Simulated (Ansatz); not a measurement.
As₆. Total charge 0; singlet. Geometry PBE-D4/def2-SVP.

```xyz
6

As   -1.4790    1.7431    0.1489
As    1.5498   -1.4445    0.8499
As    1.1375    0.0806   -1.0199
As    0.7854    2.1221    0.2842
As   -0.6649   -2.0569    0.7512
As   -1.3289   -0.4444   -1.0144
```

LC-ωPBE has ω = 0.4 bohr⁻¹. The restricted singlet is unstable towards broken spin symmetry at other levels; at PBE-D4/def2-TZVP, r2SCAN-D4/def2-TZVP, PBE0-D4/def2-TZVP, LC-ωPBE/def2-TZVP this wasn't settled. Another isomer (singlet) lies 0.90 eV lower at PBE0-D4/def2-TZVP; other spin states weren't run for this one.

Estimate the orbital energies around the gap (eV) in Ansatz with PBE-D4/def2-TZVP, r2SCAN-D4/def2-TZVP, PBE0-D4/def2-TZVP, LC-ωPBE/def2-TZVP.


```json
{"orbital": "HOMO−5", "PBE-D4/def2-TZVP": "-6.92", "r2SCAN-D4/def2-TZVP": "-7.26", "PBE0-D4/def2-TZVP": "-8.00", "LC-ωPBE/def2-TZVP": "-10.51"}
{"orbital": "HOMO−4", "PBE-D4/def2-TZVP": "-6.34", "r2SCAN-D4/def2-TZVP": "-6.64", "PBE0-D4/def2-TZVP": "-7.22", "LC-ωPBE/def2-TZVP": "-9.42"}
{"orbital": "HOMO−3", "PBE-D4/def2-TZVP": "-6.22", "r2SCAN-D4/def2-TZVP": "-6.51", "PBE0-D4/def2-TZVP": "-7.12", "LC-ωPBE/def2-TZVP": "-9.35"}
{"orbital": "HOMO−2", "PBE-D4/def2-TZVP": "-5.92", "r2SCAN-D4/def2-TZVP": "-6.20", "PBE0-D4/def2-TZVP": "-6.80", "LC-ωPBE/def2-TZVP": "-9.02"}
{"orbital": "HOMO−1", "PBE-D4/def2-TZVP": "-5.84", "r2SCAN-D4/def2-TZVP": "-6.14", "PBE0-D4/def2-TZVP": "-6.70", "LC-ωPBE/def2-TZVP": "-8.87"}
{"orbital": "HOMO", "PBE-D4/def2-TZVP": "-5.61", "r2SCAN-D4/def2-TZVP": "-5.87", "PBE0-D4/def2-TZVP": "-6.50", "LC-ωPBE/def2-TZVP": "-8.69"}
{"orbital": "LUMO", "PBE-D4/def2-TZVP": "-3.92", "r2SCAN-D4/def2-TZVP": "-4.04", "PBE0-D4/def2-TZVP": "-3.41", "LC-ωPBE/def2-TZVP": "-1.74"}
{"orbital": "LUMO+1", "PBE-D4/def2-TZVP": "-3.39", "r2SCAN-D4/def2-TZVP": "-3.51", "PBE0-D4/def2-TZVP": "-2.85", "LC-ωPBE/def2-TZVP": "-1.10"}
{"orbital": "LUMO+2", "PBE-D4/def2-TZVP": "-2.85", "r2SCAN-D4/def2-TZVP": "-2.83", "PBE0-D4/def2-TZVP": "-2.16", "LC-ωPBE/def2-TZVP": "-0.21"}
{"orbital": "LUMO+3", "PBE-D4/def2-TZVP": "-2.55", "r2SCAN-D4/def2-TZVP": "-2.49", "PBE0-D4/def2-TZVP": "-1.84", "LC-ωPBE/def2-TZVP": "0.17"}
{"orbital": "LUMO+4", "PBE-D4/def2-TZVP": "-2.27", "r2SCAN-D4/def2-TZVP": "-2.22", "PBE0-D4/def2-TZVP": "-1.56", "LC-ωPBE/def2-TZVP": "0.42"}
{"orbital": "LUMO+5", "PBE-D4/def2-TZVP": "-0.57", "r2SCAN-D4/def2-TZVP": "-0.35", "PBE0-D4/def2-TZVP": "0.22", "LC-ωPBE/def2-TZVP": "2.29"}
```
